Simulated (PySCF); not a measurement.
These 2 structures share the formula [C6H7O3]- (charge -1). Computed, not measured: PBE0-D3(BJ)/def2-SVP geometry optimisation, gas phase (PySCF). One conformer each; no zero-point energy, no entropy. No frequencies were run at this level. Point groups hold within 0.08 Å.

**Question.** Rank from lowest to highest electronic energy at this level (kJ/mol).
A. `[CH3:1][O:2][C:3](=[O:4])/[CH:5]=[CH:6]\[CH:7]=[CH:8]/[O-:9]` (charge -1) with C1–O2–C3–O4 0°, O2–C3–C5–C6 180°, C5–C6–C7–C8 180°
B. `[CH3:1][O:2]/[C:3]([O-:4])=[CH:5]\[CH:6]=[CH:7]\[CH:8]=[O:9]` (charge -1) with C1–O2–C3–O4 0°, C3–C5–C6–C7 180°, C6–C7–C8–O9 180°

**Answer.** B (0.0), A (14.1).

Neighbours under 21 kJ/mol apart (CO/C([O-])=C\C=C\C=O and COC(=O)/C=C\C=C/[O-]) can change places with a better method, another conformer or zero-point energy.

```csv
SMILES,E (Eh),E rel (kJ/mol),dipole about centre of mass (D),point group,"A, B, C (MHz)"
CO/C([O-])=C\C=C\C=O,-457.71889,0.0,5.70,Cs,"5144, 587.4, 529.0"
COC(=O)/C=C\C=C/[O-],-457.71350,14.1,6.02,near Cs,"7021, 627.2, 577.8"
```
